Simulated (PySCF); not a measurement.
B(H)2(SiMe3), SMILES B[Si](C)(C)C (GFN2-xTB optimised geometry):

```
16

B     -1.612     0.066     0.000
H     -2.225     1.063     0.000
H     -2.234    -0.924    -0.021
Si     0.355     0.066     0.000
C      1.121     1.423     1.124
C      1.030     0.404    -1.770
C      1.150    -1.589     0.560
H      2.206     1.418     1.077
H      0.785     2.413     0.829
H      0.839     1.281     2.164
H      0.685     1.362    -2.146
H      0.703    -0.360    -2.470
H      2.116     0.417    -1.783
H      0.828    -2.413    -0.071
H      0.871    -1.835     1.581
H      2.234    -1.551     0.519
```

Calculation: CAM-B3LYP/def2-TZVP run with PySCF.

Q: What are the frontier orbital energies and the dipole moment?

A: HOMO-2 -9.74 eV, HOMO-1 -9.55 eV, HOMO -9.29 eV, LUMO -1.21 eV, LUMO+1 1.71 eV; dipole moment 0.06 D.

On the same geometry PBE/def2-TZVP (PySCF 2.14.0) gives HOMO-2 -7.15 eV, HOMO-1 -6.90 eV, HOMO -6.64 eV, LUMO -3.29 eV, LUMO+1 0.28 eV; dipole moment 0.31 D.

Meta-Löwdin charges at CAM-B3LYP/def2-TZVP: B1 -0.20, H2 0.03, H3 0.03, Si4 0.83, C5 -0.59, C6 -0.58, C7 -0.59, H8 0.12, H9 0.12, H10 0.12, H11 0.12, H12 0.12, H13 0.12, H14 0.12, H15 0.12, H16 0.12.
